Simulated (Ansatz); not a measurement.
**Worked example: CH2ClI + CH7Si2 → CH2I + CH7ClSi2**

Gas-phase species: CH2ClI `ClCI`, singlet; CH7Si2 `[SiH2]C[SiH3]`, doublet; CH2I `[CH2]I`, doublet; CH7ClSi2 `[SiH3]C[SiH2]Cl`, singlet. A radical takes Cl: the energy is the difference in strength between the C–Cl bond broken and the Si–Cl bond made.

Shapes, held fixed at every level: PBE0-D4/def2-TZVP. Flexible molecules stand in one conformer, not always the lowest. Programs: Ansatz 0.2.0. The zero-point and thermal change to 298 K, harmonic and unscaled (PBE0-D4/def2-TZVP), is -4.6 kJ/mol.

At CCSD(T)/def2-TZVPP; 1 Eh = 2625.50 kJ/mol:

| species | energy (Eh) |
| --- | --- |
| CH2ClI | -796.094860 |
| CH7Si2 | -620.292306 |
| CH2I | -336.304731 |
| CH7ClSi2 | -1080.133570 |

Problem. Work out ΔH(298 K) of the reaction at this level.

Solution. 
1. Products less reactants: (-336.304731) + (-1080.133570) − [(-796.094860) + (-620.292306)] = -0.051135 Eh = -134.3 kJ/mol.
2. With the thermal change: -134.3 + (-4.6) = -138.9 kJ/mol.

Other levels give -150.2 (BHLYP-D4/def2-TZVPP) to -121.9 kJ/mol (PBE-D4/def2-TZVPP). No measured value is set beside it here. Open shells run unrestricted. For atoms past krypton def2 sets carry core potentials with scalar relativity. Outer-core shells of I are correlated, in sets that cover them unevenly.
